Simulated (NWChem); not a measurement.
BeSiH4Se; SMILES [SeH][Be][SiH3]

```xyz
7

Be     0.0048    -0.5839     0.0038
Se    -0.0640     1.4570    -0.0077
H      1.3786     1.4962     0.2965
Si     0.0670    -2.7638     0.0018
H     -0.9151    -3.3465    -0.9710
H     -0.2496    -3.3470     1.3464
H      1.4217    -3.2769    -0.3889
```
Atoms are numbered in this order, from 1.

Level: PBE0/def2-SVP (NWChem), optimised geometry, unscaled harmonic frequencies. This build's default masses of Se (78.918 u) and Br (79.917 u) are each other's, which moves their modes by up to 0.6 %.

**Question.** List the harmonic frequencies with IR intensities, and the thermochemistry.

**Answer.** 
```tsv
frequency (cm⁻¹)	IR intensity (km/mol)
23	5.7
150	17.1
159	10.0
254	2.3
445	0.6
486	2.4
569	1.6
848	306.2
886	2.1
934	32.5
937	33.9
2200	57.0
2204	87.6
2208	87.3
2436	3.8
```

zero-point energy: 21.1 kcal/mol
thermal correction to the enthalpy at 298.15 K (with zero-point energy): 25.7 kcal/mol
heat capacity Cv: 19.3 cal/(mol K)
entropy at 298.15 K and 1 atm (symmetry number 1): 81.8 cal/(mol K)
dipole moment: 0.76 D

Rigid rotor and harmonic oscillator; modes under 100 cm⁻¹ make the entropy uncertain.
